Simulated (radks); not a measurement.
Values are calculated unless marked as measured or tabulated.
Charge is removed step by step from the 5s1/2 level of Pt, starting from [Xe] 4f14 5d9 6s1. Level of theory: Dirac Kohn-Sham, BLYP, spin-unpolarised, spherical densities, point nucleus; open shells fill j = l - 1/2 first (a radial shooting solver on a logarithmic mesh with Libxc functionals).

removed (e)  E - E(0) (eV)  eigenvalue (eV)  E minus straight line (eV)
0                    0.000          -101.47                       0.000
0.25                25.766          -104.69                      -1.285
0.5                 52.361          -108.10                      -1.740
0.75                79.828          -111.66                      -1.324
1                   108.20          -115.36                       0.000

Removing the whole electron costs 108.20 eV by Delta-SCF, against 101.47 eV from minus the eigenvalue at the starting occupation. Slater's transition state (half an electron removed) gives 108.10 eV. Integrating minus the eigenvalue over the occupation (Janak's theorem) gives 108.20 eV. The mean slope of the eigenvalue, de/dn, is 13.9 eV per electron.
